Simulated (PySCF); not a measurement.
C₂H₃BBrF, SMILES B(Br)(C=C)F. Atoms are numbered in the order given.

```xyz
8

B      0.7026     0.5350     0.0000
F      2.0157     0.4052     0.0000
Br    -0.3265    -1.0901     0.0000
C      0.0543     1.9372     0.0000
C     -1.2687     2.1540     0.0000
H      0.7305     2.8014     0.0000
H     -1.6939     3.1628     0.0000
H     -1.9779     1.3191     0.0000
```

Geometry optimised at PBE0-D3(BJ)/def2-SVP. This is a generated structure with no PubChem entry under its InChIKey; it may be hypothetical. Other conformers were not sampled.

Two levels are set side by side: PBE/pcSseg-1 (PySCF) and B3LYP/pcSseg-1 (PySCF). GIAO shifts against BF3 (¹¹B), CFCl3 (¹⁹F), TMS (¹H), TMS (¹³C) at the same level; non-relativistic, no solvent, atoms listed together averaged. Without spin–orbit terms, shifts of atoms bonded to Cl or Br come out too high at both levels. Differences are taken from unrounded values.

```csv
quantity,B3LYP
δ(¹¹B) of B1 (ppm),35.2
δ(¹⁹F) of F2 (ppm),-22.5
δ(¹³C) of C4 (ppm),141.3
δ(¹³C) of C5 (ppm),162.9
δ(¹H) of H6 (ppm),6.48
```

Task: What does PBE give, and how far is it from B3LYP? (An estimate is asked for; the answer gives what the named calculation found.)

Result: 
```json
[
 {"quantity": "δ(¹¹B) of B1 (ppm)", "PBE": "33.1", "PBE minus B3LYP": "-2.0"},
 {"quantity": "δ(¹⁹F) of F2 (ppm)", "PBE": "-24.8", "PBE minus B3LYP": "-2.3"},
 {"quantity": "δ(¹³C) of C4 (ppm)", "PBE": "140.8", "PBE minus B3LYP": "-0.5"},
 {"quantity": "δ(¹³C) of C5 (ppm)", "PBE": "160.8", "PBE minus B3LYP": "-2.1"},
 {"quantity": "δ(¹H) of H6 (ppm)", "PBE": "6.61", "PBE minus B3LYP": "0.13"}
]
```

Rough cost on one machine, each run with all the roots and properties that it gave: B3LYP against PBE within a factor of 2.
